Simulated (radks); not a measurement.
C V, 2 electrons, occupied as [He] (the NIST ground configuration). Method: non-relativistic Kohn-Sham, TASK exchange with Perdew-Wang LDA correlation, spin-unpolarised, spherical densities, point nucleus; meta-GGA in the generalised Kohn-Sham scheme; computed with a radial shooting solver on a logarithmic mesh with Libxc functionals.

Radial electron density D(r) = 4 pi r^2 rho(r):

```
   r/bohr * D(r) (the largest magnitude, 6.05, reaches the edge; | marks zero)
  0.01804 |   *
    0.021 |    *
  0.02445 |     *
  0.02869 |       *
   0.0334 |          *
  0.03889 |            *
  0.04527 |                *
   0.0527 |                    *
  0.06185 |                         *
    0.072 |                              *
  0.08382 |                                    *
  0.09758 |                                         *
   0.1145 |                                               *
   0.1333 |                                                   *
   0.1552 |                                                     *
   0.1807 |                                                      *
   0.2103 |                                                    *
   0.2468 |                                               *
   0.2873 |                                        *
   0.3345 |                                *
   0.3894 |                       *
   0.4533 |               *
    0.532 |        *
   0.6193 |    *
    0.721 | *
   0.8394 |*
   0.9771 *
```

D(r) has 1 maximum, at r = 0.174 bohr.
